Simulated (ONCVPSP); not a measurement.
## What the settings do to the ONCV potential of aluminium (Al)

Base potential:

ONCVPSP 4.0.1 input, shortened (lines: element, Z, core and valence counts, functional; n l f; lmax; l rc ep ncon nbas qcut; lloc lpopt rc5 dvloc0; l nproj debl; icmod fcfact rcfact), PBE, scalar-relativistic:

```
  Al 13.00    3    2        4      upf
    1    0    2.00
    2    0    2.00
    2    1    6.00
    3    0    1.50
    3    1    1.50
    1
    0    2.25    0.00    5    8    2.80
    1    2.05    0.00    3    7    4.10
    4    1    1.45    0.00
    0    1    2.80
    1    2    2.00
    0    0.00    0.00
```

All-electron outer shells of the reference configuration (PBE, scalar-relativistic, ld1.x):

```json
{"shell": "2s", "level (eV)": "-109.10", "outermost node (bohr)": "0.16", "outermost maximum (bohr)": "0.50"}
{"shell": "2p", "level (eV)": "-70.57", "outermost node (bohr)": "–", "outermost maximum (bohr)": "0.43"}
{"shell": "3s", "level (eV)": "-8.18", "outermost node (bohr)": "0.80", "outermost maximum (bohr)": "2.09"}
{"shell": "3p", "level (eV)": "-3.04", "outermost node (bohr)": "0.82", "outermost maximum (bohr)": "2.61"}
```

Cutoffs, loose and tight: the cutoffs (Ha) at which the residual kinetic energy of the hardest occupied pseudo-wave falls to 1 and 0.1 mHa per electron. They do not see the model core or the augmentation charge, which bear on the density cutoff. Test errors are all-electron minus pseudo excitation energies from the reference, over the configurations 3s2 3p1; 3s2 3p0; 3s1 3p0; 3s2 3p0.5. A dash means not determined; rows that change the core or the reference have their own tests.

A true bound ghost makes a file unfit for plane-wave use even where its test errors are small: the radial tests pick states by their node count and pass the ghost by.

```
    change    outcome  cutoff, loose  cutoff, tight  bound ghosts  GHOST(+) flags above zero  largest test error (meV)
      base  generated          10 Ha          27 Ha          none                          s                       +22
p: rc 1.58  generated          10 Ha          59 Ha          none                       s, p                       +16
 p: rc 1.8  generated          10 Ha          27 Ha          none                          s                       +20
p: rc 1.92  generated          10 Ha          27 Ha          none                          s                       +22
p: rc 2.08  generated          10 Ha          27 Ha          none                          s                       +22
p: rc 2.24  generated          10 Ha          27 Ha          none                          s                       +22
p: rc 2.52  generated          10 Ha          27 Ha          none                          s                       +21
p: rc 2.66  generated          10 Ha          27 Ha          none                          s                       +20
p: rc 2.84  generated          10 Ha          27 Ha          none                          s                       +18
p: rc 3.02  generated          10 Ha          27 Ha          none                          s                       +16
```

Q: What comes out with this change to the base: p: rc 1.42; local potential polynomial inside 1.42 bohr (lpopt 1, dvloc0 0 Ha)?

A: outcome: generated; cutoff, loose: 46 Ha; cutoff, tight: 106 Ha; bound ghosts: p; GHOST(+) flags above zero: s, p; largest test error (meV): +9.5.

Reading the sweep of the p radius (base included, trends over the rows without a ghost): The loose cutoff stays near 10 Ha. The median size of the test errors (rows with all tests solved) stays near 1.9 meV. Bound ghosts are found at 1.42 bohr.
